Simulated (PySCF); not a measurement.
C6H8NO: g tensor and hyperfine couplings

C6H8NO (doublet state).
Z-matrix (Å and degrees, GFN2-xTB geometry), rows numbered from 1:
```
C 
C   1  1.4572
C   2  1.5305  1  113.48
C   3  1.3371  2   94.21  1  -116.94
C   4  1.4702  3  133.22  2   179.87
N   5  1.3596  4  113.86  3   179.13
O   5  1.2140  4  123.71  3    -0.84
C   4  1.5100  3   94.32  2    -0.41
H   1  1.0731  2  119.66  3    62.56
H   1  1.0723  2  120.85  3  -104.85
H   2  1.0917  1  111.99  3   129.05
H   3  1.0730  2  130.87  1    60.29
H   6  1.0058  5  118.88  4   179.95
H   6  1.0034  5  122.01  4     0.19
H   8  1.0892  2  114.10  1  -130.02
H   8  1.0883  2  113.76  1    -2.75
```

The hyperfine couplings belong to this conformer and change with its torsions.

Identity: `[CH2][C@@H]1C=C(C(N)=O)C1` [radical].

Method used: UKS B3LYP, pcH-1 on C H N O, non-relativistic, mean-field spin-orbit, GIAO in PySCF 2.14.0. Isolated species at its GFN2-xTB geometry (one conformer only). A GFN2-xTB geometry isn't a minimum of the functional, and hyperfine couplings can be far from their values at a DFT geometry. Stability of the SCF solution: not tested.

| Item | Value |
| --- | --- |
| g1, g2, g3 | 2.00214, 2.00272, 2.00285 |
| g_iso | 2.00257 |
| Form of g | rhombic: the two nearest values differ by 19 % of g3 − g1 |
| ⟨S²⟩ | 0.7538 (exact 0.7500) |
| α and β electrons | 30, 29 |
| HOMO–LUMO gap, α and β orbitals | 4.66, 4.94 eV |
| Total energy | -363.35814 Eh |

Hyperfine couplings atom by atom, in MHz; T1 to T3 are the principal values of the dipolar part; ρ(0) is the spin density at the nucleus:

```json
{"atom": "C1", "isotope": "13C", "a_iso": "92.8", "T1": "-79.1", "T2": "-78.4", "T3": "157.5", "Mulliken spin population": "1.05", "ρ(0) (bohr⁻³)": "0.0825"}
{"atom": "C2", "isotope": "13C", "a_iso": "-34.0", "T1": "-2.5", "T2": "-0.4", "T3": "2.9", "Mulliken spin population": "-0.09", "ρ(0) (bohr⁻³)": "-0.0302"}
{"atom": "C3", "isotope": "13C", "a_iso": "100.7", "T1": "-8.7", "T2": "-7.2", "T3": "16.0", "Mulliken spin population": "0.05", "ρ(0) (bohr⁻³)": "0.0896"}
{"atom": "C4", "isotope": "13C", "a_iso": "-0.4", "T1": "-2.7", "T2": "-1.0", "T3": "3.7", "Mulliken spin population": "0.02", "ρ(0) (bohr⁻³)": "-0.0004"}
{"atom": "C5", "isotope": "13C", "a_iso": "-0.3", "T1": "-0.6", "T2": "-0.2", "T3": "0.8", "Mulliken spin population": "0.00", "ρ(0) (bohr⁻³)": "-0.0003"}
{"atom": "N6", "isotope": "14N", "a_iso": "0.5", "T1": "-0.1", "T2": "-0.1", "T3": "0.2", "Mulliken spin population": "0.00", "ρ(0) (bohr⁻³)": "0.0015"}
{"atom": "O7", "isotope": "17O", "a_iso": "-0.4", "T1": "-1.2", "T2": "0.5", "T3": "0.7", "Mulliken spin population": "0.00", "ρ(0) (bohr⁻³)": "0.0007"}
{"atom": "C8", "isotope": "13C", "a_iso": "44.0", "T1": "-4.0", "T2": "-3.3", "T3": "7.3", "Mulliken spin population": "0.03", "ρ(0) (bohr⁻³)": "0.0392"}
{"atom": "H9", "isotope": "1H", "a_iso": "-58.7", "T1": "-37.7", "T2": "-0.6", "T3": "38.3", "Mulliken spin population": "-0.04", "ρ(0) (bohr⁻³)": "-0.0131"}
{"atom": "H10", "isotope": "1H", "a_iso": "-61.2", "T1": "-38.3", "T2": "-0.1", "T3": "38.5", "Mulliken spin population": "-0.04", "ρ(0) (bohr⁻³)": "-0.0137"}
{"atom": "H11", "isotope": "1H", "a_iso": "18.3", "T1": "-4.7", "T2": "-4.3", "T3": "9.0", "Mulliken spin population": "0.01", "ρ(0) (bohr⁻³)": "0.0041"}
{"atom": "H12", "isotope": "1H", "a_iso": "-1.3", "T1": "-4.8", "T2": "-2.1", "T3": "6.8", "Mulliken spin population": "0.00", "ρ(0) (bohr⁻³)": "-0.0003"}
{"atom": "H13", "isotope": "1H", "a_iso": "0.7", "T1": "-0.4", "T2": "-0.4", "T3": "0.8", "Mulliken spin population": "0.00", "ρ(0) (bohr⁻³)": "0.0002"}
{"atom": "H14", "isotope": "1H", "a_iso": "0.0", "T1": "-0.9", "T2": "-0.4", "T3": "1.3", "Mulliken spin population": "0.00", "ρ(0) (bohr⁻³)": "0.0000"}
{"atom": "H15", "isotope": "1H", "a_iso": "11.8", "T1": "-2.5", "T2": "-1.5", "T3": "4.0", "Mulliken spin population": "0.01", "ρ(0) (bohr⁻³)": "0.0026"}
{"atom": "H16", "isotope": "1H", "a_iso": "-0.8", "T1": "-4.7", "T2": "-2.1", "T3": "6.8", "Mulliken spin population": "0.00", "ρ(0) (bohr⁻³)": "-0.0002"}
```

The Mulliken spin populations are largest on C1 (+1.05) and C2 (-0.09). No atom but C1 exceeds +0.15. The angles at C1 add up to 358.8°, so it is planar; its axial dipolar tensor and the negative couplings of its protons fit spin in a p orbital normal to that plane.

Axes: g2 points within 4° of the C1–C2 bond.

Under fast tumbling the dipolar parts average out, and these isotropic splittings remain: 2 × 1H (H9/H10, I = 1/2, 3 lines) with 2.14 mT, 1 × 1H (H11, I = 1/2, 2 lines) with 0.65 mT, 1 × 1H (H15, I = 1/2, 2 lines) with 0.42 mT and 1 × 1H (H12, I = 1/2, 2 lines) with 0.05 mT.

Nuclei that the bonding pattern makes equivalent are averaged, as if the motion that swaps them (rotation, inversion, ring flip) were fast. H13 and H14 aren't averaged: N6 is flat or nearly so (angle sum 360°), and its turn about the short N6–C5 bond (1.36 Å) is taken as slow.

The 13C coupling of C3 (100.7 MHz) shows only in satellite lines or after enrichment, since that isotope makes up about 1.07 % of natural carbon.

The spin density at the nucleus, in bohr⁻³, is negative for C2 (-0.0302) and H9/H10 (-0.0134), for instance. A restricted open-shell determinant has no negative spin density anywhere; here it arises because α and β orbitals differ (spin polarisation).
